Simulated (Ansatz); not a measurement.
`C/C=C\[S][AlH2]` + `C=CF` → `F/C=[CH]/[AlH2]` + `C/C=C/S`  (formal exchange of groups at the Al–S bond)

Computed with Ansatz on PBE0-D4/def2-TZVP structures; ΔE is electronic, products minus reactants. CBS: MP2 limit from def2 TZ/QZ plus the TZ coupled-cluster correction, frozen cores. Double bonds are as drawn, so ΔE can hold a change between cis and trans. Functionals use def2-TZVPP. B3LYP here is the variant with VWN-RPA as its local correlation; programs differ in this. One conformer a species, not always the lowest.

`C/C=C\[S][AlH2]`:

Cartesian coordinates in Å:
```
C 0.879 1.211 -0.501
C -0.051 0.750 0.563
C -0.029 -0.437 1.210
S 0.938 -1.851 0.749
Al -0.828 -1.550 -0.580
H 1.505 2.012 -0.092
H 0.340 1.631 -1.352
H 1.528 0.407 -0.847
H -0.768 1.481 0.931
H -0.709 -0.572 2.049
H -0.578 -0.975 -2.030
H -2.228 -2.108 -0.100
```

`C=CF`:

Cartesian coordinates in Å:
```
C 0.226 -0.659 0.076
C -0.149 0.587 -0.117
F -1.148 1.148 0.571
H -0.261 -1.291 0.807
H 1.041 -1.062 -0.509
H 0.291 1.277 -0.829
```

`F/C=[CH]/[AlH2]`:

Cartesian coordinates in Å:
```
F -2.242 -1.278 -0.161
C -1.203 -0.510 0.184
C -0.097 -0.405 -0.541
Al 1.307 0.749 0.099
H -1.401 0.001 1.123
H -0.064 -0.989 -1.459
H 1.046 1.508 1.468
H 2.655 0.924 -0.713
```

`C/C=C/S`:

```xyz
10

C     1.368   -0.528   -0.246
C     0.151    0.300   -0.013
C    -1.065   -0.203    0.166
S    -2.561    0.657    0.447
H     2.122   -0.351    0.529
H     1.131   -1.593   -0.250
H     1.838   -0.281   -1.204
H     0.289    1.380    0.008
H    -1.224   -1.278    0.150
H    -2.049    1.898    0.412
```

```csv
level,ΔE (kcal/mol)
PBE0-D4,22.9
B3LYP-D4,19.8
ωB97X-V,21.2
PBE,20.5
r2SCAN,22.2
MP2/def2-TZVPP,22.9
CCSD/def2-TZVPP,20.4
MP2/def2-QZVPP,23.4
```

Problem. What does CCSD(T)/CBS give? (An estimate is asked.)

Solution. Computed: +22.2 kcal/mol. The listed levels differ from it by 0.7, -2.4, -1.0, -1.7, 0.0, 0.7, -1.8, 1.2 kcal/mol.

Largest T1 diagnostic among the species: 0.012.

The D4 term adds +2.3 kcal/mol with B3LYP and +1.2 kcal/mol with PBE0; it sums over pairs of atoms, weighted by their polarisabilities, and B3LYP, whose exchange is more repulsive, gets the larger term. From PBE to PBE0 (25 % exact exchange), in def2-TZVPP and without D4, ΔE moves by +1.1 kcal/mol. In def2-TZVPP, CCSD(T) changes the Hartree–Fock value by +4.4 kcal/mol (the triples alone add +0.9 kcal/mol) and MP2 by +6.0 kcal/mol.
